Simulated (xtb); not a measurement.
disilazane (H7NSi2), singlet, at a GFN2-xTB geometry; GFN0-xTB run with xtb.

Input for xtb:
```
$ xtb mol.xyz --gfn 0 --etemp 5000 --json

# file mol.xyz
10

Si     1.49303295    -0.29467355     0.37775681
N      0.07177708    -0.11245754    -0.59500001
Si    -1.52266963     0.35803387    -0.10940318
H      2.60085977    -0.44841929    -0.56612732
H      1.61644865     0.91435503     1.18804151
H      1.41022821    -1.47096761     1.25316965
H      0.11743383    -0.57014488    -1.49085173
H     -2.18929653    -0.69189990     0.67169837
H     -2.25767966     0.60314487    -1.35098125
H     -1.38552039     1.56409001     0.70310006
```

What the program printed (banner, timings and long lists left out):

```
   ID    Z sym.   atoms
    1   14 Si     1, 3
    2    7 N      2
    3    1 H      4-10

           -------------------------------------------------
          |                Calculation Setup                |
           -------------------------------------------------

           -------------------------------------------------
          |                 G F N 0 - x T B                 |
           -------------------------------------------------

          ...................................................
          :                      SETUP                      :
          :.................................................:
          :  # basis functions                  38          :
          :  # atomic orbitals                  36          :
          :  # shells                           22          :
          :  # electrons                        20          :
          :  electronic temp.         5000.0000000     K    :
          :  accuracy                    1.0000000          :
          :  -> integral cutoff          0.2500000E+02      :
          :  -> integral neglect         0.1000000E-07      :
          ...................................................

         :::::::::::::::::::::::::::::::::::::::::::::::::::::
         ::                     SUMMARY                     ::
         :::::::::::::::::::::::::::::::::::::::::::::::::::::
         :: total energy             -10.554266860692 Eh    ::
         :: gradient norm              0.022068223888 Eh/a0 ::
         :: HOMO-LUMO gap              5.808406183301 eV    ::
         ::.................................................::
         :: H0 energy                -10.507499283689 Eh    ::
         :: repulsion energy           0.116188291244 Eh    ::
         :: electrostat energy        -0.160696412482 Eh    ::
         :: -> Gsolv                   0.000000000000 Eh    ::
         ::    -> Gsasa                0.000000000000 Eh    ::
         ::    -> Gshift               0.000000000000 Eh    ::
         :: dispersion energy         -0.002259455765 Eh    ::
         :: short-range corr.          0.000000000000 Eh    ::
         :: add. restraining           0.000000000000 Eh    ::
         :: total charge              -0.000000000000 e     ::
         :::::::::::::::::::::::::::::::::::::::::::::::::::::

           -------------------------------------------------
          |                Property Printout                |
[...]
      -------------------------------------------------------------
                  HL-Gap            0.2134550 Eh            5.8084 eV
             Fermi-level            0.0000000 Eh            0.0000 eV

     #   Z          covCN         q      C6AA      α(0)
     1  14 Si       3.664     0.661   132.215    21.270
     2   7 N        2.500    -1.182    61.206    11.709
     3  14 Si       3.664     0.661   132.215    21.270
     4   1 H        0.918    -0.092     5.295     3.599
     5   1 H        0.919    -0.084     5.042     3.512
     6   1 H        0.917    -0.096     5.434     3.646
     7   1 H        0.862     0.406     0.469     1.073
     8   1 H        0.917    -0.096     5.434     3.646
     9   1 H        0.918    -0.092     5.295     3.599
    10   1 H        0.919    -0.084     5.042     3.512

 Mol. C6AA /au·bohr⁶  :       2028.226166
 Mol. C8AA /au·bohr⁸  :      78520.417861
 Mol. α(0) /au        :         76.834852

Wiberg/Mayer (AO) data.
largest (>0.10) Wiberg bond orders for each atom

 ---------------------------------------------------------------------------
     #   Z sym  total        # sym  WBO       # sym  WBO       # sym  WBO
 ---------------------------------------------------------------------------
     1  14 Si   3.764 --     2 N    0.990     4 H    0.896     6 H    0.895
                             5 H    0.893
     2   7 N    2.960 --     1 Si   0.990     3 Si   0.990     7 H    0.939
     3  14 Si   3.764 --     2 N    0.990     9 H    0.896     8 H    0.895
                            10 H    0.893
     4   1 H    0.906 --     1 Si   0.896
     5   1 H    0.908 --     1 Si   0.893
     6   1 H    0.907 --     1 Si   0.895
     7   1 H    0.967 --     2 N    0.939
     8   1 H    0.907 --     3 Si   0.895
     9   1 H    0.906 --     3 Si   0.896
    10   1 H    0.908 --     3 Si   0.893
 ---------------------------------------------------------------------------

Topologies differ in total number of bonds
Writing topology from bond orders to xtbtopo.mol

 dipole moment from electron density (au)
     X       Y       Z
  -0.0294  -0.2919  -0.2093  total (Debye):    0.916

           -------------------------------------------------
          | TOTAL ENERGY              -10.554266860692 Eh   |
          | GRADIENT NORM               0.022068223888 Eh/α |
          | HOMO-LUMO GAP               5.808406183301 eV   |
           -------------------------------------------------

normal termination of xtb
```
